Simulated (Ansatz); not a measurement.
Ansatz results at the PBE0-D4/def2-TZVP geometry: size of the dipole moment (ωB97M-V/def2-TZVPP) 2.22 D; LUMO energy (PBE0/def2-TZVPP) -2.24 eV; HOMO energy (B3LYP/def2-TZVPP) -6.93 eV.

Problem. Which molecule gave them?
A. `FCOC1=C[SiH2]1`
B. `B1N=C[Se]1`
C. `ClB1[SiH2]C1Br`
D. `[SiH3]O/C=C\Br`

Solution. C. The others give `B1N=C[Se]1`: 1.13, -1.90, -6.74; `[SiH3]O/C=C\Br`: 2.43, -0.16, -6.54; `FCOC1=C[SiH2]1`: 1.46, -0.17, -7.27.

B3LYP here is the variant with VWN-RPA as its local correlation; programs differ in this.
